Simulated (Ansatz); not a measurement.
Computed with Ansatz on PBE0-D4/def2-TZVP structures; ΔE is electronic, products minus reactants. CBS: MP2 limit from def2 TZ/QZ plus the TZ coupled-cluster correction, frozen cores. This one scheme is used for every species. For Br, Ge outer-core shells are correlated without core-valence functions, which leaves a few kJ/mol of doubt a bond. Scalar relativity is left out up to krypton. One conformer a species, not always the lowest.

Reaction (hydrogenolysis of a Ge–Br bond): `F[CH2][GeH2][Br]` + H₂ → `F[CH2][GeH3]` + HBr

```tsv
species	CCSD(T)/CBS(def2) energy (Eh)
`F[CH2][GeH2][Br]`	-4789.70402
H₂	-1.17544
`F[CH2][GeH3]`	-2216.93494
HBr	-2573.91920
```

Problem. Work out ΔE.

Solution. ΔE = (-2216.93494) + (-2573.91920) − (-4789.70402) − (-1.17544) = 0.02532 Eh = +66.5 kJ/mol.

Largest T1 diagnostic among the species: 0.011.

Leaving LDA and LC-ωPBE aside and taking each functional with its dispersion term where it has one, the values, not all of them listed here, spread over 10.6 kJ/mol, from B97M-V to revPBE-D4. LDA lies −6.4 kJ/mol from PBE without D4. The D4 term adds +7.5 kJ/mol with B3LYP and +4.0 kJ/mol with PBE0; it sums over pairs of atoms, weighted by their polarisabilities, and B3LYP, whose exchange is more repulsive, gets the larger term. At CCSD(T), def2-SVP lies −16.7 kJ/mol from the extrapolated value and def2-TZVPP −3.3 kJ/mol.

B3LYP here is the variant with VWN-RPA as its local correlation; programs differ in this.
